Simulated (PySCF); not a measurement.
Cl₂HSbTe, SMILES [Cl][Sb]([Cl])[TeH].

The structure is a stationary point at B3LYP-D3(BJ)/def2-SVP. The structure was generated by enumeration; whether it is a known compound was not checked. The def2 effective core potentials stand for the cores of Sb, Te; spin–orbit coupling is left out.

Computed with ωB97X/def2-TZVP (PySCF).

| Quantity | Result |
|---|---|
| total energy | -1429.49522 hartree |
| highest occupied level | -9.09 eV |
| lowest empty level | -0.52 eV |
| orbital gap | 8.56 eV |
| dipole moment | 3.01 D |
| quadrupole, principal values (traceless, Buckingham form, about the centre of nuclear charge) | -7.71, 0.34, 7.37 D·Å |
| mean static polarisability | 106.3 bohr³ (15.75 Å³) |
| polarisability, principal values | 81.6, 101.0, 136.3 bohr³ |
